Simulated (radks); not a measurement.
Question: These are the eigenvalues of the occupied orbitals of an atom or ion with whole-number occupations (eV). Calculated with a radial shooting solver on a logarithmic mesh with Libxc functionals: scalar-relativistic Kohn-Sham, r2SCAN, spin-polarised, spherical densities, finite nucleus; meta-GGA in the generalised Kohn-Sham scheme; Fermi nuclear charge, rms radius of each element as measured or else 0.836 A^(1/3) + 0.57 fm.

1s: -48114.95
2s: -8993.189
2p: -8168.235
3s: -2943.135
3p: -2682.418
3d: -2339.368

Which element is it, and in what charge state? The configuration may be excited. Open shells, if any, are filled with parallel spins first.

Answer: Z = 62, samarium, charge +34: Sm34+ in [Ar] 3d10. The list shows which subshells hold electrons but not how many an open one holds; the 1s level, -1768.2 hartree, gives Z - s = 59.5 by -(Z - s)^2/2, which with screening and relativity narrows Z to a few neighbours, and the depths of the outer levels then fix element, charge and occupations together.
